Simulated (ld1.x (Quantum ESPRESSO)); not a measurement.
**Scattering properties, PAW potential for Sc (Z = 21)**

```
Element                 : Sc (Z = 21)
Generator               : ld1.x (Quantum ESPRESSO) 7.5
Type                    : PAW
Functional              : PBEsol
Relativity              : scalar-relativistic
Frozen core             : [Ne] 3s2
Valence charge          : 9
Reference configuration : 3p6 3d1 4s2 4p0
Partial waves           : 4s (bound): rcut 3.10, rcutus 3.40 bohr; 4s channel at 2.55 Ry: rcut 3.10, rcutus 3.40 bohr; 3p (bound): rcut 1.80, rcutus 2.10 bohr; 4p (bound, empty): rcut 1.80, rcutus 2.10 bohr; 3d (bound): rcut 2.50, rcutus 3.15 bohr; 3d channel at 0.7 Ry: rcut 2.50, rcutus 3.15 bohr
Local potential         : all-electron potential smoothed inside 1.90 bohr (lloc = -2)
Core correction         : a·sin(br)/r model core, default radius (core density twice the valence density)
Augmentation charge     : PSQ, inside the norm-conserving radii
```

The phase is arctan(r·u′/u) with u = r·R(r), unwrapped; energies in Ry, scanned from -4 to 5 Ry. A pole is an energy at which the radial function vanishes at the test radius. The pseudo phase is shifted by a multiple of π to meet the all-electron one at the reference energy, and phase errors are pseudo minus all-electron; the curves can meet again beyond the range given. Levels narrower than the energy grid can be missing from the lists of poles. n/a: not evaluated, since a narrow level or a reset projector energy made the automatic matching unsafe.

```csv
channel,radius (bohr),reference energy (Ry),"poles, all-electron","poles, pseudo",unbroken range about the reference energy with phases within 0.05 rad,phase error 1 Ry above the reference energy (rad)
s,3.71,-0.31,"0.47, 4.38","0.46, 4.39",the whole range,-0.002
p,3.71,-0.11,1.04,"1.04, 4.92",n/a,n/a
d,3.71,-0.24,"-0.15, 2.07","-0.15, 2.00",below 2.6,-0.000
```

Phases in the s channel:

| E (Ry) | all-electron | pseudo |
| --- | --- | --- |
| -4.00 | 1.433 | 1.426 |
| -3.52 | 1.415 | 1.415 |
| -3.04 | 1.401 | 1.400 |
| -2.56 | 1.381 | 1.380 |
| -2.08 | 1.352 | 1.351 |
| -1.60 | 1.305 | 1.304 |
| -1.12 | 1.206 | 1.205 |
| -0.64 | 0.836 | 0.835 |
| -0.16 | -1.074 | -1.075 |
| 0.32 | -1.520 | -1.522 |
| 0.80 | -1.657 | -1.660 |
| 1.28 | -1.778 | -1.784 |
| 1.76 | -2.035 | -2.048 |
| 2.24 | -3.442 | -3.465 |
| 2.72 | -4.390 | -4.384 |
| 3.20 | -4.570 | -4.567 |
| 3.68 | -4.647 | -4.644 |
| 4.16 | -4.694 | -4.693 |
| 4.64 | -4.732 | -4.732 |
